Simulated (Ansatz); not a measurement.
Ideal-gas functions of CHBClFO (`FC1OB1Cl`) at 600 K and 1 bar, from an Ansatz frequency run at PBE0-D4/def2-TZVP.

Molar mass 94.28 g/mol, point group C1 (symmetry number 1), electronic degeneracy 1, moments of inertia 39.585, 241.842, 266.572 u Å². Harmonic wavenumbers (cm⁻¹, unscaled): 170, 314, 488, 501, 611, 833, 1007, 1112, 1276, 1355, 1577, 3175.

Use S(trans) = R[1.5 ln M + 2.5 ln T − 1.1517]; rotational temperatures θ = 24.2544 K / I; S(rot) = R[ln(√π/σ · √(T³/θAθBθC)) + 1.5]; for each mode x = 1.438777 ν̃/T, S = R[x/(eˣ − 1) − ln(1 − e⁻ˣ)] and H = RT x/(eˣ − 1); 1 cm⁻¹ = 0.0119627 kJ/mol; R = 8.31446 J/(mol·K).

Problem. By hand: the entropy, in J/(mol·K).

Solution. Translation 180.1. Rotation: θ = 0.6127, 0.1003, 0.091 K, giving 118.6. Vibration, mode by mode: 15.83, 10.87, 7.47, 7.27, 5.84, 3.82, 2.75, 2.25, 1.65, 1.42, 0.92, 0.04, in all 60.1. Electronic 0.0. Sum 358.8 J/(mol·K).

Problem. By hand: H − E and G − E in kJ/mol, counted from the electronic energy.

Solution. Zero-point energy ½ × 12419 × 0.0119627 = 74.3; thermal vibration 20.4; translation, rotation and pV give 4 RT = 20.0. H − E = 114.7 kJ/mol, and G − E = 114.7 − 600 × 358.8/1000 = -100.6 kJ/mol.

Vibration gives 17 % of the entropy. The sum counts one conformer and one mirror image; others add a mixing term.
